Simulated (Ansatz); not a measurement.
Input file for Ansatz (an electronic-structure program): R-CCSD(T)/aug-cc-pV(D+d)Z on H6OSi (a complex), monomers drawn apart or pushed together. Files ending in .json are basis or fitting sets from the Basis Set Exchange.

Ansatz 0.2 input:
```yaml
crystal:
  periodic: [false, false, false]
  atoms:
    - {symbol: O, position_ang: [-0.03559702, -0.01350472, 0.05466443]}
    - {symbol: H, position_ang: [0.86458813, -0.25174702, -0.19124215]}
    - {symbol: H, position_ang: [-0.57457690, -0.77674907, -0.17889630]}
    - {symbol: Si, position_ang: [-0.06343973, 0.08354516, 4.41401661]}
    - {symbol: H, position_ang: [-0.07421347, 0.10146546, 5.89899259]}
    - {symbol: H, position_ang: [0.55772754, -1.18856399, 3.98023833]}
    - {symbol: H, position_ang: [0.73015011, 1.23421438, 3.93593594]}
    - {symbol: H, position_ang: [-1.45943545, 0.16264543, 3.93559279]}
basis:
  gaussian:
    orbitals: aug-cc-pV_D+d_Z.json
magnetization: {spin_polarized: false}
correlation: {method: ccsd_t, electrons: outside_noble_gas}
scf: {lower_state_search: off}
```

Program output:

```
Functional definition: HF
[...]
these checks for a lower state are left out or cut short: stability, starts, cluster_reference, orbital_swaps, neighbouring_geometries, increment
integrals: 0.16 GiB planned
1065 factors; integrals over basis functions are off by at most 9.2e-4 eV
mean field: 0.22 GiB planned
mean field evaluation 1: about -9992.0141 eV, gradient 3.4e1 eV
mean field evaluation 2: about -9992.0126 eV, gradient 3.4e1 eV
mean field evaluation 4: about -9994.4887 eV, gradient 2.4e0 eV
mean field evaluation 8: about -9994.5200 eV, gradient 8.2e-2 eV
mean field -9994.52003926 eV, -367.2918369137 hartree, gradient 1.4e-6 eV, S^2 0.000000; 0 other end points of the search recorded, 0 dependent functions left out
6 core orbitals not correlated
reference -9994.52003926 eV, -367.2918369137 hartree; 8, 8 occupied and 95, 95 virtual orbitals, 1065 factors
second order -9.30104743 eV of doubles, -0.00000000 eV of singles
coupled cluster: 0.44 GiB planned
cycle   1  -9.99857582 eV  change   -7.0e-1 eV  update   7.6e-2
cycle   2  -10.32156498 eV  change   -3.2e-1 eV  update   2.3e-2
cycle   3  -10.38429719 eV  change   -6.3e-2 eV  update   1.0e-2
cycle   4  -10.38004121 eV  change    4.3e-3 eV  update   2.5e-3
cycle   5  -10.37985170 eV  change    1.9e-4 eV  update   8.0e-4
cycle   6  -10.37991802 eV  change   -6.6e-5 eV  update   2.3e-4
cycle   7  -10.37979230 eV  change    1.3e-4 eV  update   6.7e-5
cycle   8  -10.37977382 eV  change    1.8e-5 eV  update   2.0e-5
perturbative correction -0.22350540 eV, -0.0082136721 hartree
Total energy: -10005.12331848 eV, -367.6815002379 hartree
Checks for a lower state left out: stability, starts, cluster_reference, orbital_swaps, neighbouring_geometries, increment
```

Self-consistency was reached.

Cost: very roughly 7 core-seconds.
